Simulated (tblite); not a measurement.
Compound: C6H11NSi3.
Cartesian coordinates in Å at the GFN2-xTB level; atoms count from 1:
```xyz
21
C6H11NSi3 angstrom
C      3.9313   -1.4635    0.8792
C      2.8511   -1.1858    0.4297
Si     1.1824   -0.7364   -0.2488
C      1.1481    1.1326   -0.6108
Si    -0.5567    1.7948   -1.1269
C     -1.8051    1.3611    0.2477
Si    -1.8563   -0.4784    0.7088
C     -2.4743   -1.4109   -0.7928
N     -2.8540   -1.9860   -1.7082
C     -0.1193   -1.1375    1.0902
H      4.8769   -1.7096    1.2708
H      0.9378   -1.5251   -1.4639
H      1.8671    1.3517   -1.3984
H      1.4949    1.6748    0.2698
H     -0.9821    1.1718   -2.3851
H     -0.5098    3.2566   -1.2920
H     -1.5651    1.9361    1.1423
H     -2.7977    1.6852   -0.0624
H     -2.8263   -0.7746    1.7779
H      0.2103   -0.7228    2.0432
H     -0.1621   -2.2170    1.2293
```

Calculated harmonic vibrations of the isolated species, GFN2-xTB (tblite), most abundant isotopes, no scaling. Errors from tens to a few hundred cm⁻¹ against measured bands are possible. Modes of hydrogen on silicon can be 10 to 20 % off. One conformer, not necessarily the lowest.

Harmonic wavenumbers (cm⁻¹): 41.4, 51.7, 76.6, 86.2, 122.2, 140.5, 176.6, 191.0, 207.2, 265.3, 269.2, 272.4, 331.1, 344.9, 452.0, 540.1, 561.0, 576.3, 588.5, 600.9, 613.5, 617.3, 641.4, 672.4, 676.7, 681.2, 694.1, 696.2, 724.2, 743.8, 755.0, 787.2, 815.5, 819.6, 830.9, 998.2, 1016.6, 1023.9, 1119.5, 1134.6, 1135.7, 1454.0, 1456.0, 1461.5, 2174.9, 2190.1, 2205.1, 2207.5, 2235.7, 2354.7, 2970.4, 2973.5, 2977.9, 2988.7, 2993.0, 2997.6, 3349.4.

A = 1154, B = 587.9, C = 477.9 MHz; mass 181.020 u (most abundant isotopes); point group C1, symmetry number 1.

Q: Zero-point energy?

A: Half the sum of the wavenumbers: 31041 cm⁻¹ = 88.75 kcal/mol.

Q: What is S at 400 K and 1 bar for an ideal gas of classical rigid rotors and harmonic oscillators?

A: Translation 42.97, rotation 32.15, vibration 61.00: S = 136.1 cal/(mol K).

Q: And Cp and H(400 K) − H(0)?

A: Cp = 65.88 cal/(mol K), of which vibrations give 57.93 (their classical limit is 57 R = 113.3); H(400 K) − H(0) = 15.68 kcal/mol without the zero-point energy, 12.50 from vibrations.

Q: Which modes carry the vibrational entropy at 400 K?

A: 41.4 cm⁻¹: 5.77; 51.7 cm⁻¹: 5.33; 76.6 cm⁻¹: 4.56; 86.2 cm⁻¹: 4.32; 122.2 cm⁻¹: 3.64; 140.5 cm⁻¹: 3.36 cal/(mol K); the other 51 give 34.01 together.

Q: What must be added to the electronic energy to get the Gibbs energy at 400 K and 1 bar?

A: ZPE + [H(400 K) − H(0)] − T·S = 88.75 + 15.68 − 54.45 = 49.98 kcal/mol.

Q: Blend soft modes into free rotors: weight 1/[1 + (100 cm⁻¹/ν̃)⁴] for the oscillator and the rest for a rotor with moment μB/(μ + B), μ = h/(8π²ν), B = 10⁻⁴⁴ kg m². What vibrational entropy results?

A: 55.98 cal/(mol K) in place of 61.00, which changes −T·S at 400 K by +2.01 kcal/mol.

Q: How do the functions run with temperature in this model?

A: 
```
 T (K)  S (cal/(mol K))  Cp (cal/(mol K))  H − H(0) (kcal/mol)  G − H(0) (kcal/mol)  ln q(vib)
   150             89.2              32.3                 3.02               -10.35       4.85
   250            109.4              47.9                 7.05               -20.30       8.94
298.15            118.4              54.6                 9.52               -25.79      10.89
   600            165.8              80.5                30.44               -69.06      22.50
   900            201.2              93.8                56.76              -124.34      32.48
```

q(vib) and H(0) count from the zero-point level.

Hindered rotation and anharmonicity are outside this model. Other conformers, if any are populated, would add a mixing term that is left out. The structure is chiral; the term R ln 2 for an equal mix with its mirror image is left out.
